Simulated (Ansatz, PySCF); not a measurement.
Species: sum formula BOCl, net charge 0, singlet state. 
Structure (B3LYP-D3(BJ)/def2-TZVP (Ansatz, an electronic-structure program) minimum search):
```
B
O 1 1.2048
Cl 1 1.6862 2 180.00
```
Charge 0, spin multiplicity 1.

Dipole moments at this geometry, in debye (magnitudes).

```csv
level,program,dipole (D)
M06-L/def2-TZVPD,PySCF,2.68
r2SCAN/def2-TZVPD,Ansatz,2.74
PBE0/def2-TZVPD,Ansatz,2.77
LC-wPBE/def2-TZVPD,Ansatz,2.78
wB97M-V/def2-TZVPD,Ansatz,2.80
CCSD(T)/aug-cc-pV(D+d)Z,Ansatz,2.61
```
